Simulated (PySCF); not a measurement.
**Spinor energies of Ba (barium, neutral)**

Start: [Xe] 6s1 6p1; 6s1/2 filled at m_j = +1/2; 6p3/2 filled at m_j = +3/2. Calculated with PySCF 2.14 in x2c-TZVPall-2c with one added diffuse shell each of s, p, d type (12s12p10d1f, 105 functions): generalised Hartree-Fock with the X2C-1e Hamiltonian and a Gaussian nucleus; spin-orbit coupling (SO) screened by Boettger's factors. This is a chosen level, not necessarily the ground level.

| spinor shell | electrons | ε, screened SO (eV) | weight of nominal j (screened SO) | rms radius, screened SO (bohr) |
| --- | --- | --- | --- | --- |
| 1s1/2 | 2 | -37621.1 | 1.000 | 0.0292 |
| 2s1/2 | 2 | -6053.2 | 1.000 | 0.119 |
| 2p1/2 | 2 | -5688.9 | 1.000 | 0.102 |
| 2p3/2 | 4 | -5303.9 | 1.000 | 0.108 |
| 3s1/2 | 2 | -1323.9 | 1.000 | 0.311 |
| 3p1/2 | 2 | -1169.7 | 1.000 | 0.303 |
| 3p3/2 | 4 | -1093.2 | 1.000 | 0.315 |
| 3d3/2 | 4 | -825.23 | 1.000 | 0.287 |
| 3d5/2 | 6 | -809.16 | 1.000 | 0.290 |
| 4s1/2 | 2 | -279.78 | 1.000 | 0.715 |
| 4p1/2 | 2 | -221.27 | 1.000 | 0.744 |
| 4p3/2 | 4 | -205.20 | 1.000 | 0.770 |
| 4d3/2 | 4 | -107.38 | 1.000 | 0.856 |
| 5s1/2 | 2 | -44.468 | 1.000 | 1.76 |
| 5p1/2 | 2 | -26.905 | 0.999 | 1.99 |
| 5p3/2 | 4 | -24.640 | 0.999 | 2.07 |
| 6s1/2 | 1 | -5.921 | 0.993 | 5.26 |
| 6p3/2 | 1 | -3.476 | 1.000 | 6.70 |

Q: Where does 4d5/2 lie, and what is the 4d spin-orbit splitting (screened SO)?

A: At -104.60 eV, 2.782 eV above 4d3/2.

| quantity | screened SO |
| --- | --- |
| E (hartree) | -8133.23094 |
| M_J | 2 |
| ⟨J²⟩ | 6.042 |
| ⟨L²⟩ | 2.077 |
| ⟨S²⟩ | 2.036 |

Breit and QED terms are absent; they matter most for the inner s and p1/2 levels.

Densities and radii are taken from the X2C orbitals without a picture-change correction, which distorts them close to the nucleus.
